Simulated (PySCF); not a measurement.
Molecule: `C1=CCC(C2CC2)=C1`, C$_{8}$H$_{10}$.

Bonds (- single, = double, # triple, : aromatic): C1=C2, C2-C3, C3-C4, C4-C5, C5-C6, C6-C7, C4=C8, C8-C1, C7-C5. C1 carries H9; C2 carries H10; C3 carries H11, H12; C5 carries H13; C6 carries H14, H15; C7 carries H16, H17; C8 carries H18. H15, H16 are cis to C4 on the ring; H14, H17 are trans to C4 on the ring.

Frames of a GFN2-xTB Langevin trajectory at 300 K; GIAO PBE0/pcSseg-1 shieldings in PySCF 2.14, gas phase, non-relativistic; equivalent atoms averaged within each frame.

Chemical shifts δ = σref − σ; TMS for 13C (σ = 186.93 ppm) and 1H (σ = 31.72 ppm), all at this level. The references are static minima.

Task: How do the shifts (ppm) fluctuate along the trajectory?

Result: 
```
         time (fs)     C4     C1     C2     C8    C3  C6/C7    C5    H9   H10   H18
optimised geometry  164.5  140.6  135.9  125.0  49.5   17.2  14.3  6.72  6.37  5.97
               250  158.5  143.5  139.5  125.5  51.8   21.3  11.9  7.25  6.77  6.18
               425  165.4  144.4  138.5  123.1  53.0   12.6  19.8  6.44  6.85  5.90
               625  171.0  144.5  140.4  127.2  53.3   11.4  24.4  6.71  6.25  6.63
               800  167.0  136.7  137.9  129.7  50.4   12.6  16.6  7.16  6.69  6.40
              1000  164.1  137.1  133.2  135.9  48.5   10.4  13.4  6.54  6.66  6.57
    mean of frames  165.2  141.2  137.9  128.3  51.4   13.6  17.2  6.82  6.64  6.34
standard deviation    4.5    4.0    2.8    4.9   2.0    4.3   5.0  0.36  0.23  0.30
```

5 frames give an uncertainty of the mean of about the standard deviation over 2.2 at best, since frames this close in time may not be independent; classical motion lacks zero-point vibration, and the reference would need the same averaging.
